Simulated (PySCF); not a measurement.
Delta-SCF ions had no search for a lower state. Excitations are Tamm–Dancoff values on a coarser integration grid. The basis has no diffuse functions, so Rydberg states are missing or too high.

# H$_{9}$BSi$_{3}$, SMILES `[SiH3]B([SiH3])[SiH3]` (charge 0, multiplicity 1)

Calculation: TPSSh-D3(BJ)/def2-TZVP // PBE0-D3(BJ)/def2-TZVP (PySCF).

| Item | Value |
|---|---|
| HOMO | -7.42 eV |
| dipole moment | 0.10 D |
| HOMO–LUMO gap | 3.88 eV |
| LUMO | -3.54 eV |
| S1 excitation (TDA) | 3.33 eV |
| S1 oscillator strength | 0.000 |
| brightest of the four lowest singlets (TDA) | 5.51 eV |
| T1 excitation (TDA) | 2.54 eV |
| S1–T1 gap (TDA) | 0.79 eV |
| vertical ionisation energy (Delta-SCF) | 9.58 eV |
| total energy | -898.8055 Ha |
| cost | about 9 core-minutes (a rough figure) |

Bonded distances (Å): Si1–B2 1.999, Si1–H5 1.495, Si1–H6 1.488, Si1–H7 1.489, B2–Si3 1.999, B2–Si4 1.999, Si3–H8 1.488, Si3–H9 1.489, Si3–H10 1.496, Si4–H11 1.496, Si4–H12 1.489, Si4–H13 1.489. Angles (°): B2–Si1–H5 103.7, B2–Si1–H6 115.2, B2–Si1–H7 113.0, H5–Si1–H6 108.1, H5–Si1–H7 107.7, H6–Si1–H7 108.7, Si1–B2–Si3 121.8, Si1–B2–Si4 118.7, Si3–B2–Si4 119.4, B2–Si3–H8 114.3, B2–Si3–H9 114.1, B2–Si3–H10 103.5, H8–Si3–H9 108.7, H8–Si3–H10 108.0, H9–Si3–H10 107.7, B2–Si4–H11 102.7, B2–Si4–H12 114.7, B2–Si4–H13 114.2, H11–Si4–H12 108.0, H11–Si4–H13 107.9, H12–Si4–H13 108.8.
Charge 0, spin multiplicity 1.
